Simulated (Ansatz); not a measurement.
Which is lower?

Two relaxed structures of CH$_{2}$NTe (charge +1), singlet (PBE0-D4/def2-TZVP; forces vanish, vibrations not checked).

A:

```xyz
5
angstrom
N -0.1609 -0.2136 0.1852
C -1.0973 -0.7266 -0.2158
Te 1.4994 0.6386 1.0125
H -1.9812 -1.2079 -0.6004
H 1.6969 1.4863 -0.4007
```

B:

N1  (-1.082, -0.573, 0.139)
C2  (-0.004, -0.219, 0.332)
Te3  (1.945, 0.262, 0.635)
H4  (1.626, 1.023, 2.085)
H5  (1.813, 1.703, -0.195)
(Å)

Ansatz 0.2.0; basis: def2-TZVPP; cores frozen in the correlated methods. Filled d shells of the heavier atoms are correlated. Core potentials replace the inner electrons of the atoms past krypton. The def2 sets are not built for correlating such inner shells, so the correlated values are less sure here. B3LYP uses VWN-RPA correlation.

Which structure is lower at CCSD(T), and by how much? (An estimate is asked for; the value comes from the calculation.)

By the calculation: A, by 1.078 eV (electronic energy, against the other). By their contacts, A is CH₂NTe ([CH][N][TeH]), total charge +1 and B is CH₂NTe ([N][C][TeH2]), total charge +1.

All methods give the same order:

| method | E(B) − E(A) (eV) |
| --- | --- |
| PBE-D4 | 1.112 |
| r2SCAN-D4 | 1.133 |
| PBE0-D4 | 1.184 |
| B3LYP-D4 | 1.255 |
| wB97M-V | 1.240 |
| HF | 1.448 |
| MP2 | 1.143 |
| CCSD | 1.144 |
| CCSD(T) | 1.078 |

No T1 diagnostic of these runs exceeds 0.015.

Labels in which every atom is bracketed show which atoms are joined, not bond orders.

For scale, one of the runs: CCSD(T)/def2-TZVPP, 140 basis functions, launched by `ansatz run in.yaml --threads 2 --pin off --events-out ev --progress --plain --max-ram 4352MiB`. Hardware: 2 CPU threads of an Arm Neoverse V2, shared host. Wall time 23 s; peak host memory 0.93 GiB.
